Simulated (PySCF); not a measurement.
PySCF input file for Si(Cl)2(H)(SeH) (Cl₂H₂SeSi), SMILES Cl[SiH](Cl)[SeH], PBE/pcSseg-1. Geometry: B3LYP-D3(BJ)/def2-SVP. This is a generated structure with no PubChem entry under its InChIKey; it may be hypothetical. The values are those of a single conformer.

```python
import numpy as np
from pyscf import gto, scf, dft
from pyscf.prop.nmr import rks as nmr

mol = gto.M(
    atom='''
    Si   -0.45273420    0.24799675    0.57316411
    Cl   -2.03489305   -0.82013625   -0.21298295
    Cl   -0.53685073    2.21234913   -0.06923182
    Se    1.42118599   -0.81123147   -0.16954033
    H    -0.56766113    0.26984530    2.04743021
    H     2.30526028    0.17245163    0.49029460
    ''',
    basis='pcSseg-1',
    charge=0,
    spin=0,
    max_memory=1600,
    verbose=3,
)
mf = dft.RKS(mol, xc='pbe')
mf.grids.level = 3
mf.conv_tol = 1e-10
mf.max_cycle = 100
mf.kernel()
n = nmr.NMR(mf)
n.verbose = 2
n.max_cycle_cphf = 60
sigma = n.kernel()
print('atom   isotropic/ppm   span/ppm')
for i, s in enumerate(sigma):
    w = np.linalg.eigvalsh((s + s.T) / 2)
    print(f'{mol.atom_symbol(i):2s}{i + 1:3d} {w.mean():14.3f} {w[2] - w[0]:11.3f}')
```

Output:

```
converged SCF energy = -3611.60004895727
atom   isotropic/ppm   span/ppm
Si  1        291.691      96.213
Cl  2        816.160     274.729
Cl  3        746.652     292.493
Se  4       1868.489     610.867
H   5         24.255       9.629
H   6         29.825      22.768
```

The calculation finished and met its thresholds.

Cost: roughly 30 core-seconds.
